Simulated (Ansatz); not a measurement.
Cl3H2O2Ta (`[OH][Ta]([OH])([Cl])([Cl])[Cl]`), 8 atoms. The species carries charge 0 and has multiplicity 1. Correlated methods include outer-core shells of Ta, which these sets cover unevenly. Ta takes the def2 core potential. All runs use 4 threads of an Arm Neoverse V2 on a shared host. Correlated methods freeze the cores.

Problem. Give the basis size and wall time and peak host memory of each of these runs in Ansatz. RHF-CCSD(T)/def2-SVP energy; RKS PBE0-D4/def2-SVP energy; RHF-CCSD(T)/def2-TZVPP energy; RKS BHLYP-D4/def2-TZVPP energy; RKS r2SCANh-D4/def2-TZVPP energy; RHF-MP2/def2-QZVPP energy; RKS PBE0-D4/def2-TZVP relaxation (23 steps); RKS ωB97M-V/def2-SVP energy; RKS B97M-V/def2-TZVPP energy; RKS PBE-QIDH (frozen core)/def2-TZVPP energy; RKS ωB97M-V/def2-QZVPP energy; direct RPA on PBE orbitals/def2-TZVPP energy. (Best estimate.)

Solution. The calculation gave: Other jobs shared the machine, so times are rough.

```csv
level,job,functions,wall time,peak host memory (GiB)
RKS PBE0-D4/def2-SVP,energy,124,1.9 s,0.48
RKS BHLYP-D4/def2-TZVPP,energy,272,5.5 s,1
direct RPA on PBE orbitals/def2-TZVPP,energy,272,8 s,0.76
RKS PBE-QIDH (frozen core)/def2-TZVPP,energy,272,8.5 s,0.82
RKS ωB97M-V/def2-SVP,energy,124,8.5 s,0.48
RKS r2SCANh-D4/def2-TZVPP,energy,272,8.5 s,0.99
RKS B97M-V/def2-TZVPP,energy,272,13 s,0.58
RHF-CCSD(T)/def2-SVP,energy,124,15 s,0.77
RHF-MP2/def2-QZVPP,energy,465,21 s,2.7
RKS ωB97M-V/def2-QZVPP,energy,465,27 s,2.7
RKS PBE0-D4/def2-TZVP,relaxation (23 steps),225,110 s,0.78
RHF-CCSD(T)/def2-TZVPP,energy,272,7.8 min,7.5
```
